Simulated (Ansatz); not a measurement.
Job for Ansatz (a first-principles code): R-PBE/def2-TZVPP on CH4GeS (SMILES [CH3][Ge][SH]), a point of a torsion scan.

Ansatz 0.2 input:
```yaml
crystal:
  periodic: [false, false, false]
  atoms:
    - {symbol: C, position_ang: [-0.93015576, -0.16515167, -0.06160609]}
    - {symbol: Ge, position_ang: [0.04454484, 1.62034043, -0.23480057]}
    - {symbol: S, position_ang: [1.40910024, 1.08726412, -1.94164161]}
    - {symbol: H, position_ang: [-0.42056108, -1.02287434, -0.49915474]}
    - {symbol: H, position_ang: [-1.90539243, -0.07287373, -0.54503002]}
    - {symbol: H, position_ang: [-1.11824436, -0.37969324, 0.99076510]}
    - {symbol: H, position_ang: [1.01737389, -0.15968412, -2.15350357]}
basis:
  gaussian:
    orbitals: def2-TZVPP
hamiltonian:
  xc: {name: PBE}
scf: {lower_state_search: off}
```

The log:

```
WARN ansatz: RAYON_NUM_THREADS=1 ignored (pool sized by the plan → 1); use --threads N
Functional definition: PBE
these checks for a lower state are left out or cut short: stability, starts, cluster_reference, orbital_swaps, neighbouring_geometries, increment
integrals: 0.09 GiB planned
1058 factors; their error is unknown
mean field: 0.63 GiB planned
mean field evaluation 1: about -68431.4293 eV, gradient 7.0e1 eV
mean field evaluation 2: about -68397.9808 eV, gradient 1.2e2 eV
mean field evaluation 4: about -68441.9710 eV, gradient 1.2e1 eV
mean field evaluation 8: about -68442.3128 eV, gradient 6.2e-2 eV
mean field evaluation 16: about -68442.2895 eV, gradient 1.0e-4 eV
mean field -68442.28952036 eV, -2515.2077480231 hartree, gradient 2.2e-6 eV, S^2 0.000000; 0 other end points of the search recorded, 0 dependent functions left out
reference -68442.28955401 eV, -2515.2077492598 hartree; 29, 29 occupied and 148, 148 virtual orbitals, 1058 factors
Total energy: -68442.28955401 eV, -2515.2077492598 hartree
Checks for a lower state left out: stability, starts, cluster_reference, orbital_swaps, neighbouring_geometries, increment
```

The run converged.

Cost: very roughly 2.0 core-seconds.
